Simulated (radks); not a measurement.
Species: Ca+. Configuration: [Ar] 4s1 (the NIST ground configuration). Method: scalar-relativistic Kohn-Sham, LDA (Slater exchange, VWN5 correlation), spin-unpolarised, spherical densities, finite nucleus; Fermi nuclear charge, rms radius 3.4776 fm; computed with a radial shooting solver on a logarithmic mesh with Libxc functionals.

Unscreened Slater integrals over Kohn-Sham orbitals (eV).

integral,value
"F0(4s,4s)",6.8791
"F0(4s,3p)",8.7713
"G1(4s,3p)",0.62981
"F0(4s,3s)",8.8477
"G0(4s,3s)",0.42854
"F0(4s,2p)",9.4946
"G1(4s,2p)",0.21631
"F0(3p,3p)",19.408
"F2(3p,3p)",9.7008
"F0(3p,3s)",20.249
"G1(3p,3s)",13.409
"F0(3p,2p)",26.535
"F2(3p,2p)",4.9042
"G0(3p,2p)",1.9417
"G2(3p,2p)",1.9880
"F0(3s,3s)",21.206
"F0(3s,2p)",28.277
"G1(3s,2p)",2.2433
"F0(2p,2p)",75.868
"F2(2p,2p)",35.418
